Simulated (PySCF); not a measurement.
BrF2H2NSi, SMILES N[Si](F)(F)Br.

The structure is a stationary point at PBE0-D3(BJ)/def2-SVP. The structure was generated by enumeration, and PubChem lists no compound with its InChIKey, so it may never have been made. The values are those of a single conformer.

Computed with SMD-B3LYP/6-31G* (PySCF).

Solvation free energies are E(SMD) − E(gas) at the gas-phase geometry, for 1 M in both phases. Bromine has the revised SMD18 radius of 2.60 Å. In vacuum the dipole moment is 3.01 D.

```tsv
solvent	ΔG(solv) (kcal/mol)	its non-electrostatic (CDS) part	dipole (D)
water	-4.0	2.6	3.69
ethanol	-7.0	-0.6	3.66
acetone	-6.8	-0.5	3.65
```
